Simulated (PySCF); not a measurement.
C₂H₈AsB, SMILES CB(C)[AsH2]. Atoms are numbered in the order given.

```xyz
12

B      0.7204     0.6094    -0.2222
As    -0.7809    -0.6651     0.2673
H     -0.2959    -1.8642    -0.5297
H     -1.7899    -0.1988    -0.7689
C      0.3791     2.0890    -0.6129
H      1.1515     2.8118    -0.3035
H     -0.6107     2.4464    -0.2931
H      0.3718     2.1037    -1.7210
C      2.2104     0.1441    -0.0719
H      2.8675     0.6259    -0.8149
H      2.3815    -0.9416    -0.0832
H      2.5540     0.5199     0.9120
```

Geometry optimised at PBE0-D3(BJ)/def2-SVP. This is a generated structure with no PubChem entry under its InChIKey; it may be hypothetical.

All values below come from PBE0-D3(BJ)/def2-SVP (PySCF).

Frequencies are harmonic and unscaled.

```json
[
 {"mode": "1", "ν (cm⁻¹)": "82", "IR (km/mol)": "1.0", "Raman (Å⁴/amu)": "0.4", "depolarisation": "0.72", "moving atoms (share of kinetic energy)": "H 97 %"},
 {"mode": "2", "ν (cm⁻¹)": "129", "IR (km/mol)": "0.5", "Raman (Å⁴/amu)": "1.0", "depolarisation": "0.66", "moving atoms (share of kinetic energy)": "H 97 %"},
 {"mode": "3", "ν (cm⁻¹)": "168", "IR (km/mol)": "1.2", "Raman (Å⁴/amu)": "0.4", "depolarisation": "0.73", "moving atoms (share of kinetic energy)": "H 69 %, C 19 %"},
 {"mode": "4", "ν (cm⁻¹)": "226", "IR (km/mol)": "0.1", "Raman (Å⁴/amu)": "0.6", "depolarisation": "0.75", "moving atoms (share of kinetic energy)": "H 57 %, C 31 %, B 9 %"},
 {"mode": "5", "ν (cm⁻¹)": "249", "IR (km/mol)": "0.2", "Raman (Å⁴/amu)": "0.8", "depolarisation": "0.25", "moving atoms (share of kinetic energy)": "C 45 %, H 31 %, As 23 %"},
 {"mode": "6", "ν (cm⁻¹)": "320", "IR (km/mol)": "2.5", "Raman (Å⁴/amu)": "2.1", "depolarisation": "0.44", "moving atoms (share of kinetic energy)": "H 54 %, B 42 %"},
 {"mode": "7", "ν (cm⁻¹)": "458", "IR (km/mol)": "6.9", "Raman (Å⁴/amu)": "4.1", "depolarisation": "0.02", "moving atoms (share of kinetic energy)": "H 34 %, C 30 %, B 23 %, As 12 %"},
 {"mode": "8", "ν (cm⁻¹)": "540", "IR (km/mol)": "11.4", "Raman (Å⁴/amu)": "20.3", "depolarisation": "0.43", "moving atoms (share of kinetic energy)": "H 86 %, C 9 %"},
 {"mode": "9", "ν (cm⁻¹)": "656", "IR (km/mol)": "10.8", "Raman (Å⁴/amu)": "11.6", "depolarisation": "0.75", "moving atoms (share of kinetic energy)": "H 91 %"},
 {"mode": "10", "ν (cm⁻¹)": "678", "IR (km/mol)": "7.6", "Raman (Å⁴/amu)": "2.6", "depolarisation": "0.75", "moving atoms (share of kinetic energy)": "H 81 %, C 16 %"},
 {"mode": "11", "ν (cm⁻¹)": "822", "IR (km/mol)": "2.8", "Raman (Å⁴/amu)": "1.1", "depolarisation": "0.75", "moving atoms (share of kinetic energy)": "H 73 %, C 22 %"},
 {"mode": "12", "ν (cm⁻¹)": "841", "IR (km/mol)": "4.4", "Raman (Å⁴/amu)": "4.7", "depolarisation": "0.49", "moving atoms (share of kinetic energy)": "H 50 %, C 36 %, B 14 %"},
 {"mode": "13", "ν (cm⁻¹)": "864", "IR (km/mol)": "5.9", "Raman (Å⁴/amu)": "4.3", "depolarisation": "0.41", "moving atoms (share of kinetic energy)": "H 50 %, B 28 %, C 21 %"},
 {"mode": "14", "ν (cm⁻¹)": "999", "IR (km/mol)": "63.3", "Raman (Å⁴/amu)": "34.9", "depolarisation": "0.75", "moving atoms (share of kinetic energy)": "H 95 %"},
 {"mode": "15", "ν (cm⁻¹)": "1083", "IR (km/mol)": "113.7", "Raman (Å⁴/amu)": "5.6", "depolarisation": "0.47", "moving atoms (share of kinetic energy)": "B 48 %, H 36 %, C 15 %"},
 {"mode": "16", "ν (cm⁻¹)": "1153", "IR (km/mol)": "14.8", "Raman (Å⁴/amu)": "0.9", "depolarisation": "0.74", "moving atoms (share of kinetic energy)": "B 51 %, H 43 %"},
 {"mode": "17", "ν (cm⁻¹)": "1298", "IR (km/mol)": "36.7", "Raman (Å⁴/amu)": "9.3", "depolarisation": "0.43", "moving atoms (share of kinetic energy)": "H 75 %, C 23 %"},
 {"mode": "18", "ν (cm⁻¹)": "1323", "IR (km/mol)": "99.5", "Raman (Å⁴/amu)": "7.3", "depolarisation": "0.75", "moving atoms (share of kinetic energy)": "H 54 %, C 31 %, B 15 %"},
 {"mode": "19", "ν (cm⁻¹)": "1408", "IR (km/mol)": "2.8", "Raman (Å⁴/amu)": "15.1", "depolarisation": "0.75", "moving atoms (share of kinetic energy)": "H 96 %"},
 {"mode": "20", "ν (cm⁻¹)": "1412", "IR (km/mol)": "2.2", "Raman (Å⁴/amu)": "16.4", "depolarisation": "0.75", "moving atoms (share of kinetic energy)": "H 95 %"},
 {"mode": "21", "ν (cm⁻¹)": "1442", "IR (km/mol)": "0.3", "Raman (Å⁴/amu)": "13.5", "depolarisation": "0.74", "moving atoms (share of kinetic energy)": "H 93 %"},
 {"mode": "22", "ν (cm⁻¹)": "1444", "IR (km/mol)": "12.6", "Raman (Å⁴/amu)": "4.1", "depolarisation": "0.73", "moving atoms (share of kinetic energy)": "H 92 %"},
 {"mode": "23", "ν (cm⁻¹)": "2234", "IR (km/mol)": "66.8", "Raman (Å⁴/amu)": "196.2", "depolarisation": "0.13", "moving atoms (share of kinetic energy)": "H 99 %"},
 {"mode": "24", "ν (cm⁻¹)": "2251", "IR (km/mol)": "88.4", "Raman (Å⁴/amu)": "123.7", "depolarisation": "0.75", "moving atoms (share of kinetic energy)": "H 99 %"},
 {"mode": "25", "ν (cm⁻¹)": "3027", "IR (km/mol)": "0.1", "Raman (Å⁴/amu)": "49.5", "depolarisation": "0.14", "moving atoms (share of kinetic energy)": "H 96 %"},
 {"mode": "26", "ν (cm⁻¹)": "3030", "IR (km/mol)": "0.9", "Raman (Å⁴/amu)": "269.0", "depolarisation": "0.01", "moving atoms (share of kinetic energy)": "H 96 %"},
 {"mode": "27", "ν (cm⁻¹)": "3111", "IR (km/mol)": "10.9", "Raman (Å⁴/amu)": "125.8", "depolarisation": "0.51", "moving atoms (share of kinetic energy)": "H 92 %, C 8 %"},
 {"mode": "28", "ν (cm⁻¹)": "3114", "IR (km/mol)": "11.0", "Raman (Å⁴/amu)": "68.9", "depolarisation": "0.75", "moving atoms (share of kinetic energy)": "H 92 %, C 8 %"},
 {"mode": "29", "ν (cm⁻¹)": "3158", "IR (km/mol)": "8.8", "Raman (Å⁴/amu)": "80.9", "depolarisation": "0.75", "moving atoms (share of kinetic energy)": "H 91 %, C 9 %"},
 {"mode": "30", "ν (cm⁻¹)": "3162", "IR (km/mol)": "9.1", "Raman (Å⁴/amu)": "69.8", "depolarisation": "0.75", "moving atoms (share of kinetic energy)": "H 91 %, C 9 %"}
]
```
